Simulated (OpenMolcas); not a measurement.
## Multiplet structure of Pd

```yaml
Program: OpenMolcas 26.06
Method: CASSCF
Basis: ANO-RCC-VTZP [7s6p4d2f1g]
Scalar_Hamiltonian: DKH2, point nucleus
Active_space: 10 electrons in 6 orbitals (4d 5s)
State_averaging: 2S+1 = 3 even, 15 roots; 2S+1 = 1 even, 20 roots
Spin-orbit_coupling: RASSI with atomic mean-field integrals over the reference wave functions, term energies averaged over their components
```

Spin-free terms above the lowest, with the occupations of the reference:

```tsv
Configuration	Term	E (cm⁻¹)	Occupations
4d⁹ 5s	³D	0.0	4d 9.00 5s 1.00
4d⁹ 5s	¹D	3147	4d 8.97 5s 1.03
4d⁸ 5s²	³F	13097	4d 8.00 5s 2.00
4d¹⁰	¹S	25615	4d 9.96 5s 0.04
4d⁸ 5s²	¹D	25879	4d 8.03 5s 1.97
4d⁸ 5s²	³P	26741	4d 8.00 5s 2.00
4d⁸ 5s²	¹G	31488	4d 8.00 5s 2.00
```

With spin-orbit coupling, above the lowest level:

| Configuration | Term | J | E (cm⁻¹) | g | Term weight % | Second |
| --- | --- | --- | --- | --- | --- | --- |
| 4d⁹ 5s | ³D | 3 | 0.0 | 1.334 | 100 |  |
| 4d⁹ 5s | ³D | 2 | 1244 | 1.132 | 79 | 21 ¹D |
| 4d⁹ 5s | ³D | 1 | 3552 | 0.499 | 100 |  |
| 4d⁹ 5s | ¹D | 2 | 5432 | 1.035 | 79 | 21 ³D |
| 4d⁸ 5s² | ³F | 4 | 12289 | 1.249 | 100 |  |
| 4d⁸ 5s² | ³F | 3 | 15229 | 1.084 | 100 |  |
| 4d⁸ 5s² | ³F | 2 | 16907 | 0.682 | 95 | 4 ¹D |
| 4d⁸ 5s² | ³P | 2 | 25629 | 1.258 | 53 | 44 ¹D |
| 4d¹⁰ | ¹S | 0 | 26934 |  | 96 | 4 4d⁸ 5s² ³P |
| 4d⁸ 5s² | ³P | 1 | 28873 | 1.501 | 100 |  |
| 4d⁸ 5s² | ¹D | 2 | 29600 | 1.227 | 52 | 46 ³P |
| 4d⁸ 5s² | ³P | 0 | 29685 |  | 96 | 4 4d¹⁰ ¹S |
| 4d⁸ 5s² | ¹G | 4 | 33006 | 1.001 | 100 |  |

Against the 7 measured excited levels shown (NIST Handbook of Basic Atomic Spectroscopic Data) the mean absolute deviation is 36000 cm-1; the largest miss in energy is 4d⁸ 5s² ³F₃: computed -11705, measured 28214 cm⁻¹ (-141.5 %), and the largest in proportion 4d⁹ 5s ³D₃ (-510.3 %). These deviations count from the computed level that pairs with the measured ground level.

Spin-orbit coupling puts the lowest level 1421 cm⁻¹ below the lowest spin-free term.

For ³D the intervals divided by the larger J are -1154.1, -414.8 cm-1. Landé's interval rule makes them equal in pure LS coupling; they differ by 94 % of their mean. The multiplet is inverted.

Without dynamic correlation excited terms often stand tens of per cent too high (terms of higher spin than the ground term too low), and those without a measured partner can miss by more than the paired ones. The lowest computed level is not the ground level that NIST lists (1S0). A single d shell beside an s shell can misplace configurations of different d count against each other. Measured partners are found by configuration, term and J. A level has none where our copy of the source lacks it or the pairing is in doubt (some pairs that miss far off the trend of their configuration count as doubtful), and it then counts in no deviation. Where the source uses jj or jK labels, the order within each J decides. Only configurations of the active space appear. The first state left out of the spin-orbit step lies near 59000 cm-1 above the lowest spin-free state of the reference (among the parities and spins computed), and the list stops at four fifths of that energy or lower.

The RASSCF and RASSI steps took 13 s on 1 thread of Arm Neoverse V2, on a shared host; the integral step is not counted.

The term weight is that of the spin-free term in the level, not the purity of its configuration.
